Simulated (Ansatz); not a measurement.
## Ansatz (development build ahead of 0.2.0) run

```yaml
crystal:
  periodic: [false, false, false]
  atoms:
    - { symbol: Cr, position_ang: [0.0, 0.0, 0.0] }
basis:
  gaussian: { orbitals: def2-SVP }
total_charge: 3
magnetization:
  spin_polarized: true
  initial_magnetization: 3
hamiltonian:
  xc: hf
output:
  forces: true
```

The input is written out in the form of the current development build from the run's settings.

Output:

| Property | Result |
| --- | --- |
| Converged | yes |
| Total energy | -1041.28660 hartree |
| Spin squared of the determinant | 3.752 |
| Stability test | minimum |

Forces (eV/Å):
| atom | Fx | Fy | Fz |
| --- | --- | --- | --- |
| Cr1 | 0.000 | 0.000 | 0.000 |
